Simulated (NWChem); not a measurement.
## Atomisation of dimethyl carbonate (C₃H₆O₃)

SMILES: O=C(OC)OC
```xyz
12

C     -2.3333    -0.1011     0.0186
O     -1.0870    -0.0468     0.7177
C      0.0000     0.0000    -0.0772
O      0.0000     0.0000    -1.2928
O      1.0870     0.0468     0.7177
C      2.3333     0.1011     0.0186
H     -2.3975    -1.0096    -0.6145
H     -3.1172    -0.1234     0.7968
H     -2.4657     0.7868    -0.6328
H      3.1172     0.1234     0.7968
H      2.3975     1.0096    -0.6145
H      2.4657    -0.7868    -0.6328
```
Charge 0, spin multiplicity 1.

Everything below was run with NWChem. The geometry was optimised at PBE/def2-SVP, held to C2 symmetry and with no frequency check, so it may be a saddle point. It is one conformer; others weren't searched.

Basis set: def2-SVP. The atomisation energy is electronic alone: no zero-point, thermal, spin-orbit or counterpoise terms. No value is extrapolated to the basis-set limit. Free atoms are single determinants with multiplicities C 3, O 3, H 2.

B3LYP has NWChem's definition, with VWN1-RPA local correlation. No SCF solution was tested for a lower state. Open-shell Hartree-Fock references start from PBE0 orbitals.

Problem. Order these methods by the atomisation energy they give, lowest first: HF, LDA (SVWN5), B3LYP, PBE0.

Solution. HF (841.9 kcal/mol), B3LYP (1193.1 kcal/mol), PBE0 (1203.2 kcal/mol), LDA (SVWN5) (1414.9 kcal/mol)
